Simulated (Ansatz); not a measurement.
Consider the hydrogenolysis of a Ga–B bond: `[BH2][GaH][CH3]` + H₂ → `[CH3][GaH2]` + BH₃.

Program: Ansatz. Geometries: PBE0-D4/def2-TZVP. ΔE: electronic, gas phase. CCSD(T)/CBS adds triple-zeta CCSD(T) − MP2 to the extrapolated MP2 energy (def2 sets, frozen cores). This one scheme is used for every species. Functionals use def2-TZVPP. B3LYP here is the variant with VWN-RPA as its local correlation; programs differ in this. HSE06 is defined as in plane-wave codes. For Ga outer-core shells are correlated without core-valence functions, which leaves a few kJ/mol of doubt a bond. Scalar relativity is left out up to krypton.

```csv
level,ΔE (kJ/mol),difference from CCSD(T)/CBS
B97M-V,-32.9,-7.9
PBE0-D4,-24.0,1.0
HSE06-D4,-23.9,1.1
CAM-B3LYP-D4,-34.9,-9.9
PBE,-18.0,7.0
B3LYP,-33.7,-8.7
r2SCANh,-25.0,0.0
CAM-B3LYP,-37.8,-12.8
RPA@PBE/def2-TZVPP,-31.9,-6.9
HF/def2-SVP,-63.6,-38.6
MP2/def2-SVP,-39.8,-14.8
MP2/def2-TZVPP,-29.8,-4.8
SCS-MP2/def2-TZVPP,-35.7,-10.7
HF/def2-QZVPP,-60.9,-35.9
HF/CBS(def2),-61.1,-36.1
MP2/CBS(def2),-25.7,-0.7
CCSD(T)/CBS,-25.0,0
```

Largest T1 diagnostic among the species: 0.013.

At CCSD(T), def2-SVP lies −14.0 kJ/mol from the extrapolated value and def2-TZVPP −4.1 kJ/mol. In def2-TZVPP, CCSD(T) changes the Hartree–Fock value by +30.9 kJ/mol (the triples alone add +4.5 kJ/mol) and MP2 by +30.3 kJ/mol.
